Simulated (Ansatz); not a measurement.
The same path of a periodic cell of 17 atoms, TiSi16 (host Si, host structure diamond, interstitial Ti) was run twice with different band settings. Lost on the way: Si8–Ti17, Si14–Ti17, Si15–Ti17, Si16–Ti17. Made: Si5–Ti17, Si6–Ti17, Si7–Ti17, Si13–Ti17.

These are results of DFT PBE-D3(BJ), scalar-relativistic, plane waves, PAW (Ansatz), not measurements. Settings: PAW set soft_1, cutoff 420 eV, k mesh 2x2x2, fermi-dirac smearing 0.02 eV, no spin polarisation.

Relaxed end points:

```xyz
17
Lattice="0.0000 5.4300 5.4300 5.4300 0.0000 5.4300 5.4300 5.4300 0.0000" Properties=species:S:1:pos:R:3
Si -0.017 0.019 -0.016
Si 1.356 1.327 1.357
Si 2.759 2.673 -0.046
Si 4.106 4.076 1.357
Si 2.730 0.019 2.731
Si 4.071 1.361 4.072
Si 5.413 2.702 2.731
Si 6.787 4.075 4.038
Si -0.047 2.672 2.761
Si 1.356 4.076 4.107
Si 2.759 5.478 2.760
Si 4.072 6.789 4.074
Si 2.730 2.702 5.414
Si 4.037 4.075 6.788
Si 5.384 5.477 5.385
Si 6.787 6.825 6.788
Ti 6.787 4.075 6.788
```

```xyz
17
Lattice="0.0000 5.4300 5.4300 5.4300 0.0000 5.4300 5.4300 5.4300 0.0000" Properties=species:S:1:pos:R:3
Si 0.001 -0.001 -0.001
Si 1.310 1.313 1.314
Si 2.711 2.718 -0.033
Si 4.116 4.119 1.314
Si 2.711 -0.034 2.718
Si 4.116 1.314 4.120
Si 5.463 2.718 2.718
Si 6.767 4.092 4.092
Si -0.038 2.715 2.715
Si 1.313 4.117 4.117
Si 2.715 5.468 2.715
Si 4.085 6.774 4.091
Si 2.715 2.715 5.468
Si 4.085 4.090 6.775
Si 5.426 5.434 5.434
Si 6.769 6.774 6.774
Ti 8.144 2.716 8.146
```

Common settings: climbing image yes; force threshold 0.05 eV/Å; end points relaxed.

| run | movable images | spring | optimiser | start path | iteration limit |
| --- | --- | --- | --- | --- | --- |
| 1 | 7 | 2.0 to 10.0 eV/Å², energy-weighted | quadratic models (default) | straight line | 24 |
| 2 | 3 | 0.1 eV/Å² | fire | default | 50 |

**Question.** What does each run give, and how far can it be trusted?

**Answer.** Run 1: converged after 6 iterations, highest image 1.709 eV above the first end. The order of the stationary point at the top wasn't checked.
Run 2: converged after 34 iterations, highest image 1.729 eV above the first end. The order of the stationary point at the top wasn't checked.
Limits of this set-up: coarse k mesh.
